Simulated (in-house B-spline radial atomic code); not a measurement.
Spin-orbit splittings of orbital energies (j = l + 1/2 less j = l - 1/2) and ratios of mean radii (lower j over upper j) along the 13-electron series, configuration [Ne] 3s2 3p1. Computed with a B-spline radial code for spherical atoms: Dirac-Hartree-Fock, average of the configuration, finite nuclei.

```json
{"ion": "Sn37+", "Z": "50", "splitting of 2p (eV)": "239.3", "radius ratio of 2p": "0.95367", "splitting of 3p (eV)": "58.992", "radius ratio of 3p": "0.97453"}
{"ion": "Sb38+", "Z": "51", "splitting of 2p (eV)": "261.26", "radius ratio of 2p": "0.95171", "splitting of 3p (eV)": "64.698", "radius ratio of 3p": "0.97343"}
{"ion": "Te39+", "Z": "52", "splitting of 2p (eV)": "284.77", "radius ratio of 2p": "0.9497", "splitting of 3p (eV)": "70.823", "radius ratio of 3p": "0.9723"}
{"ion": "I40+", "Z": "53", "splitting of 2p (eV)": "309.9", "radius ratio of 2p": "0.94764", "splitting of 3p (eV)": "77.392", "radius ratio of 3p": "0.97114"}
{"ion": "Xe41+", "Z": "54", "splitting of 2p (eV)": "336.74", "radius ratio of 2p": "0.94553", "splitting of 3p (eV)": "84.428", "radius ratio of 3p": "0.96995"}
{"ion": "Cs42+", "Z": "55", "splitting of 2p (eV)": "365.38", "radius ratio of 2p": "0.94337", "splitting of 3p (eV)": "91.954", "radius ratio of 3p": "0.96873"}
{"ion": "Ba43+", "Z": "56", "splitting of 2p (eV)": "395.9", "radius ratio of 2p": "0.94116", "splitting of 3p (eV)": "99.997", "radius ratio of 3p": "0.96749"}
{"ion": "La44+", "Z": "57", "splitting of 2p (eV)": "428.4", "radius ratio of 2p": "0.93891", "splitting of 3p (eV)": "108.58", "radius ratio of 3p": "0.96621"}
{"ion": "Ce45+", "Z": "58", "splitting of 2p (eV)": "462.98", "radius ratio of 2p": "0.9366", "splitting of 3p (eV)": "117.74", "radius ratio of 3p": "0.9649"}
{"ion": "Pr46+", "Z": "59", "splitting of 2p (eV)": "499.74", "radius ratio of 2p": "0.93424", "splitting of 3p (eV)": "127.5", "radius ratio of 3p": "0.96357"}
```

(1) With what power of Z does the column «splitting of 2p (eV)» change over this range?

## Answers

(1) A fit of the logarithm of its size against log Z from Z = 50 to 59 has slope 4.45. An unscreened hydrogenic electron would give 4 at low Z; screening makes the apparent power larger near the neutral end, and relativity raises it again at high Z.
